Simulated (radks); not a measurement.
Task: These are the eigenvalues of the occupied orbitals of an atom or ion with whole-number occupations (eV). All-electron calculation, Dirac Kohn-Sham, PBE, spin-unpolarised, spherical densities, point nucleus. Program: a radial shooting solver on a logarithmic mesh with Libxc functionals.

1s1/2: -83055.59
2s1/2: -14713.55
2p1/2: -14114.41
2p3/2: -12166.32
3s1/2: -3496.705
3p1/2: -3227.470
3p3/2: -2795.955
3d3/2: -2351.408
3d5/2: -2258.974
4s1/2: -774.5003
4p1/2: -659.1603
4p3/2: -554.9704
4d3/2: -366.7930
4d5/2: -347.3733
5s1/2: -125.2274
4f5/2: -105.2562
4f7/2: -101.0640
5p1/2: -87.2364
5p3/2: -68.9901
5d3/2: -18.2674
5d5/2: -16.3944
6s1/2: -13.0001
5f5/2: -0.4346

Which element is it, and in what charge state? The configuration may be excited. Open shells, if any, fill j = l - 1/2 first.

Result: Z = 80, mercury, charge 0: Hg in [Xe] 4f14 5d10 6s1 5f1. The list shows which subshells hold electrons but not how many an open one holds; the 1s level, -3052.2 hartree, gives Z - s = 78.1 by -(Z - s)^2/2, which with screening and relativity narrows Z to a few neighbours, and the depths of the outer levels then fix element, charge and occupations together.
